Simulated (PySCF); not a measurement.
1-ethenyl-1-fluorocyclopropane (C5H7F), SMILES C=CC1(F)CC1.

Coordinates come from a PBE0-D3(BJ)/def2-SVP optimisation. One conformer was computed; it need not be the lowest.

Two levels are set side by side: PBE/def2-TZVP (PySCF) and r2SCAN/def2-TZVP (PySCF). Same geometry, gas phase. Differences are taken from unrounded values.

```csv
quantity,r2SCAN,PBE,PBE minus r2SCAN
orbital gap (eV),5.50,5.08,-0.42
highest occupied level (eV),-6.12,-5.94,0.19
lowest empty level (eV),-0.62,-0.86,-0.23
dipole moment (D),1.67,1.61,-0.06
mean polarisability (bohr³),60.7,61.8,1.0
```

Rough cost on one machine, each run with all the roots and properties that it gave: r2SCAN against PBE about 4 times.
